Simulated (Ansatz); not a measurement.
Consider the hydrogen abstraction from the O–H bond: `O[Si](O)(Cl)Cl` + F• → `[O][Si](O)(Cl)Cl`• + H–F.

Calculated with Ansatz (gas phase, PBE0-D4/def2-TZVP geometries, no zero-point term in ΔE). CCSD(T)/CBS is the MP2 limit (def2-TZVPP, def2-QZVPP) plus CCSD(T) − MP2 in def2-TZVPP, frozen cores. This one scheme is used for every species, atoms too. Functionals use def2-TZVPP. B3LYP here is the variant with VWN-RPA as its local correlation; programs differ in this. No spin–orbit coupling; open shells (•) take unrestricted orbitals. Spin–orbit coupling would lower the free atoms: a little for F. Each species was taken in one conformer, which may not be the lowest.

(1) Is it downhill or uphill in electronic energy at CCSD(T)/CBS, and by how much? (An estimate is asked.)

(2) What do these levels give: revPBE-D4, ωB97M-V, r2SCAN, B3LYP, MP2/def2-SVP, HF/def2-TZVPP? (An estimate is asked.)

Largest T1 diagnostic among the species: 0.014.

Results:

(1) Ansatz gave: Downhill: ΔE = -48.3 kJ/mol.

(2) Ansatz gave: revPBE-D4 -71.9, ωB97M-V -46.8, r2SCAN -61.3, B3LYP -60.3, MP2/def2-SVP -22.7, HF/def2-TZVPP -9.0 kJ/mol.

Leaving LDA and LC-ωPBE aside and taking each functional with its dispersion term where it has one, the values, not all of them listed here, spread over 44.7 kJ/mol, from BLYP-D4 to BHLYP-D4. LDA lies −17.0 kJ/mol from PBE without D4. From r2SCAN to r2SCAN0 (25 % exact exchange), in def2-TZVPP and without D4, ΔE moves by +17.2 kJ/mol.
